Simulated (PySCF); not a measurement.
Compound: FH₇OSi₃.
Z-matrix (Å and degrees, PBE0-D3(BJ)/def2-SVP geometry), rows numbered from 1:
```
F 
Si  1  1.6265
O   2  1.6380  1  107.77
Si  3  1.6752  2  142.42  1   -27.22
Si  4  2.3491  3  110.32  2    15.53
H   2  1.4819  1  108.10  3   118.35
H   2  1.4848  1  107.24  3  -119.47
H   4  1.4950  3  108.67  2  -105.51
H   4  1.4927  3  107.99  2   137.08
H   5  1.4926  4  110.93  3    59.80
H   5  1.4941  4  110.08  3   -61.91
H   5  1.4975  4  108.25  3   179.37
```

Linear response at PBE0/def2-SVPD (PySCF, frozen core in the response, non-relativistic).

Static isotropic polarisability: 85.38 au (12.65 Å³), principal values 76.1, 85.9, 94.1 au.

Task: What is the polarisability at 1064 nm and at the sodium D line?

Result: 86.27 au at 1064 nm (+1.0 %), 88.37 au at 589.3 nm (+3.5 %). The rise at 589.3 nm is 3.37 times that at 1064 nm; a pure ω² law gives 3.26. The lowest singlet lies at 194 nm, shorter than both wavelengths.

Task: What is the isotropic C6 coefficient between two such molecules, C6 = (3/π)∫α(iω)² dω?

Result: 2557 au (Eh·bohr⁶) by a ten-point quadrature over imaginary frequencies, which is 1530 eV·Å⁶ or 147 J·nm⁶/mol.

Task: Which effective excitation energy ω̄ makes London's formula C6 = (3/4)α²ω̄ exact here?

Result: ω̄ = 4·C6/(3α²) = 0.468 Eh = 12.7 eV. A one-pole form α(ω) = α/(1 − ω²/ω̄²) fitted to the 1064 nm value gives 11.5 eV.

Task: What n − 1 at the D line would an ideal gas of it have at 273.15 K and 1 atm (2.6868 × 10¹⁹ cm⁻³), by n − 1 = 2π·N·α′?

Result: 22.11 × 10⁻⁴, a formal value whether or not that pressure can be reached.

Task: How many electrons N does the Slater–Kirkwood formula C6 = (3/4)·√N·α^(3/2) need to give this C6?

Result: N = (4·C6/3)²/α³ = 18.7; the species has 66 electrons in all.

Task: What molar refraction at the D line follows from R = (4π/3)·N_A·α′, with α′ the polarisability volume?

Result: α′ = 13.09 Å³ gives R = 33.03 cm³/mol, for isolated, non-vibrating species.

Task: What three-body coefficient follows from the one-pole estimate C9 = (3/4)·α·C6?

Result: 164000 au. This is an estimate from the two numbers above, not a computed integral.

One conformer stands for the species.
